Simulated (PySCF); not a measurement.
`C[S@@+](CC#C)[B@@H-](C)Cl`, C5H10BClS

Cartesian coordinates in Å; atom numbers follow the order of the lines, from 1:
```xyz
18

C     3.5775    0.3413    0.2151
C     2.4072    0.5786    0.1237
C     0.9953    0.8193    0.0206
S     0.0257   -0.4955    0.8720
C     0.5788   -1.9188   -0.1047
B    -1.8279   -0.1698    0.0458
C    -2.3504    1.2254    0.6459
Cl   -1.5419   -0.1141   -1.7657
H     4.6083    0.1616    0.2863
H     0.6592    0.8324   -1.0199
H     0.7242    1.7519    0.5162
H     0.2470   -1.7857   -1.1318
H     0.1239   -2.8031    0.3296
H     1.6610   -1.9789   -0.0430
H    -2.4078   -1.1511    0.3609
H    -1.8123    2.0902    0.2602
H    -3.3997    1.3764    0.3980
H    -2.2769    1.2463    1.7325
```

The calculation used TDDFT PBE0/def2-SVPD circular dichroism and optical rotation, one conformer, gas phase (PySCF). Geometry: GFN2-xTB.

The molecule is flexible and this is one conformer; a measurement averages over conformers.

Problem. Draw the ECD and absorption spectra from the lowest 8 states, each a Gaussian of half-width 0.35 eV at 1/e height.

Solution. 
| E (eV) | λ (nm) | Δε (L mol⁻¹ cm⁻¹) | ε (L mol⁻¹ cm⁻¹) |
| --- | --- | --- | --- |
| 5.40 | 230 | +0.26 | 180 |
| 5.50 | 225 | +0.47 | 377 |
| 5.60 | 221 | +0.67 | 674 |
| 5.70 | 217 | +0.68 | 1030 |
| 5.80 | 214 | +0.25 | 1340 |
| 5.90 | 210 | -0.72 | 1510 |
| 6.00 | 207 | -2.12 | 1490 |
| 6.10 | 203 | -3.67 | 1360 |
| 6.20 | 200 | -5.21 | 1270 |
| 6.30 | 197 | -6.74 | 1380 |
| 6.40 | 194 | -8.36 | 1740 |
| 6.50 | 191 | -9.84 | 2260 |
| 6.60 | 188 | -10.67 | 2740 |
| 6.70 | 185 | -10.25 | 2980 |
| 6.80 | 182 | -8.43 | 2870 |

Δε uses R in velocity form, ε uses f in length form. Only the states computed contribute, so the short-wavelength end is incomplete.
